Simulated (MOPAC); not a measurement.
Job for MOPAC: PM6 on CoO2 (SMILES [O]=[Co]=[O]), 2S+1 = 4, a spin state set in the input, which need not be the lowest.

```
PM6 1SCF PRECISE CHARGE=0 UHF MS=1.5 THREADS=1
CoO2

Co     0.01917685 1     0.02038215 1    -0.04806583 1
O      1.27406577 1     0.21386146 1    -1.07609499 1
O     -1.32641134 1    -0.18687201 1     1.05384119 1
```

It printed:

```
*******************************************************************************
 **                                                                           **
 **                              MOPAC v23.2.5                                **
 **                                                                           **
 *******************************************************************************
 ** MOPAC's Digital Object Identifier: https://doi.org/10.5281/zenodo.6511958 **
 **                                                                           **
 ** Please cite the open-source release paper for use of this MOPAC version:  **
 ** J. E. Moussa and J. J. P. Stewart (2026)                                  **
 ** MOPAC: An open-source semiempirical molecular orbital program             **
 ** J. Open Source Softw., 11(119), 8025, https://doi.org/10.21105/joss.08025 **
 *******************************************************************************

                              PM6 CALCULATION RESULTS

 *******************************************************************************
 *  PM6        - The PM6 Hamiltonian to be used
 *  UHF        - UNRESTRICTED HARTREE-FOCK CALCULATION
 *
 *
 *
 *                 CHARGE ON SYSTEM = 0
 *
 *
 *
 *  MS=        - IN MECI, MAGNETIC COMPONENT OF SPIN =  1.5
 *  PRECISE    - TIGHTER CRITERIA TO BE USED
 *  1SCF       - DO 1 SCF AND THEN STOP
 *  THREADS=1  - MULTI-THREADING NOT USED
 *  T=         - A TIME OF 172800.0 SECONDS REQUESTED
 *  DUMP=N     - RESTART FILE WRITTEN EVERY 7200.0 SECONDS REQUESTED
 *******************************************************************************
PM6 1SCF PRECISE CHARGE=0 UHF MS=1.5 THREADS=1
 CoO2

   ATOM   CHEMICAL          X               Y               Z
  NUMBER   SYMBOL      (ANGSTROMS)     (ANGSTROMS)     (ANGSTROMS)

     1      Co          0.01917685  *   0.02038215  *  -0.04806583  *
     2       O          1.27406577  *   0.21386146  *  -1.07609499  *
     3       O         -1.32641134  *  -0.18687201  *   1.05384119  *



          CARTESIAN COORDINATES

    NO.       ATOM           X           Y           Z

     1        Co          0.0192      0.0204     -0.0481
     2         O          1.2741      0.2139     -1.0761
     3         O         -1.3264     -0.1869      1.0538

 General Reference for PM6:
 "Optimization of Parameters for Semiempirical Methods V: Modification of NDDO Approximations
 and Application to 70 Elements", J. J. P. Stewart, J. Mol. Mod., 13, 1173-1213 (2007)
 URL: https://link.springer.com/article/10.1007/s00894-007-0233-4

           Empirical Formula: O2 Co  =     3 atoms



      MOLECULAR POINT GROUP   :   D*h


          UHF CALCULATION, NO. OF ALPHA ELECTRONS =   12
                           NO. OF BETA  ELECTRONS =    9

 -------------------------------------------------------------------------------
 PM6 1SCF PRECISE CHARGE=0 UHF MS=1.5 THREADS=1
 CoO2



     1SCF WAS SPECIFIED, SO BFGS WAS NOT USED
     SCF FIELD WAS ACHIEVED


                              PM6 CALCULATION
                                                       MOPAC v23.2.5 Linux




          FINAL HEAT OF FORMATION =         80.00141 KCAL/MOL =     334.72589 KJ/MOL


          COSMO AREA              =         86.78 SQUARE ANGSTROMS
          COSMO VOLUME            =         71.89 CUBIC ANGSTROMS

          IONIZATION POTENTIAL    =          6.345650 EV
          ALPHA SOMO LUMO (EV)    =         -6.346 -0.855
          BETA  SOMO LUMO (EV)    =         -8.073 -5.625
          NO. OF ALPHA ELECTRONS  =         12
          NO. OF BETA  ELECTRONS  =          9
          MOLECULAR WEIGHT        =         90.9320         POINT GROUP:  D*h

          MOLECULAR DIMENSIONS (Angstroms)

            Atom       Atom       Distance
            O     3    O     2     3.38522
           Co     1    O     2     0.00018
           Co     1    O     3     0.00000


          SCF CALCULATIONS        =          1





   ATOM   CHEMICAL          X               Y               Z
  NUMBER   SYMBOL      (ANGSTROMS)     (ANGSTROMS)     (ANGSTROMS)

     1      Co          0.01917685  *   0.02038215  *  -0.04806583  *
     2       O          1.27406577  *   0.21386146  *  -1.07609499  *
     3       O         -1.32641134  *  -0.18687201  *   1.05384119  *

                             CARTESIAN COORDINATES

   1   Co        0.019176850     0.020382150    -0.048065830
   2    O        1.274065770     0.213861460    -1.076094990
   3    O       -1.326411340    -0.186872010     1.053841190


           Empirical Formula: O2 Co  =     3 atoms



      MOLECULAR POINT GROUP   :   D*h


          ALPHA EIGENVALUES
 -29.18606 -21.85168 -14.76491 -14.57222 -13.76338 -10.43162 -10.25414  -8.73718
  -8.69805  -8.60230  -7.79340  -6.34565  -0.85485   0.58520  37.76302  37.79039
  38.41498


           BETA EIGENVALUES
 -26.77357 -22.45780 -13.68949 -12.10548 -11.87729 -10.27611  -9.79064  -9.22762
  -8.07285  -5.62523  -4.48543  -1.60722  -1.55080   1.11820  38.48254  38.55625
  38.74523


              NET ATOMIC CHARGES AND DIPOLE CONTRIBUTIONS

  ATOM NO.   TYPE          CHARGE      No. of ELECS.   s-Pop       p-Pop       d-Pop
    1         Co           1.339239        7.6608     0.86952     0.01991     6.77133
    2          O          -0.585749        6.5857     1.87589     4.70986
    3          O          -0.753490        6.7535     1.89971     4.85378
 DIPOLE           X         Y         Z       TOTAL
 POINT-CHG.     1.339     0.206    -1.096     1.743
 HYBRID        -0.037    -0.006     0.030     0.048
 SUM            1.302     0.200    -1.065     1.694


          ATOMIC ORBITAL ELECTRON POPULATIONS

     Atom    s        px        py        pz      x^2-y^2     xz        z^2       yz        xy
    1 Co   0.86952   0.01089   0.00138   0.00765   1.52611   1.21420   1.46818   1.26164   1.30119
    2  O   1.87589   1.60349   1.55045   1.55592
    3  O   1.89971   1.50899   1.89967   1.44513


                    (SZ)    =    1.500000
                    (S**2)  =    4.489316


          ATOMIC ORBITAL SPIN POPULATIONS

    Atom   Total    s     px     py     pz   x^2-y^2  xz     z^2    yz     xy
         Atomic
    1 Co  2.5822  0.703 -0.000 -0.000 -0.000  0.128  0.162  0.209  0.705  0.676
    2  O  1.1760  0.043  0.310  0.446  0.376
    3  O -0.7583 -0.018 -0.352  0.050 -0.439

 **********************
 *                    *
 * JOB ENDED NORMALLY *
 *                    *
 **********************




 == MOPAC DONE ==
```

The run finished. Its determinant has ⟨S²⟩ = 4.49, a mixture of spin states.

Cost: around 0.10 core-seconds (rough).
